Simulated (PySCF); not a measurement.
**Strontium: a sound run and one with changed settings**

Sound run: Sr [Kr] 5s2, Sr+ [Kr] 5s1. All numbers are calculated (PySCF 2.14, the spin-free X2C one-electron Hamiltonian (Gaussian nucleus), in x2c-SVPall (6s4p5d1f, 50 functions)). The sound run starts from symmetry-adapted Hartree-Fock orbitals and uses a fine grid where one is needed.

Changed run: radial step 0.8 in ln r (0.13 in the sound run). This setting is unsound on purpose.

```
species  method  sound run (hartree)  changed run (hartree)  converged
     Sr     UHF          -3177.02417            -3177.02417        yes
     Sr   M06-L          -3178.81860            -3179.14336        yes
     Sr    BP86          -3179.32081            -3179.63937        yes
    Sr+     UHF          -3176.84871            -3176.84871        yes
    Sr+   M06-L          -3178.60537            -3178.92518        yes
    Sr+    BP86          -3179.10288            -3179.42612        yes
```

Ionisation energy of Sr:

```
method  sound run (eV)  changed run (eV)
   UHF           4.774             4.774
 M06-L           5.802             5.937
  BP86           5.930             5.803
```

A coarse radial grid mis-integrates the density and the exchange-correlation energy, with errors of either sign; Hartree-Fock needs no grid.

For comparison, NIST gives 5.695 eV between the lowest levels.
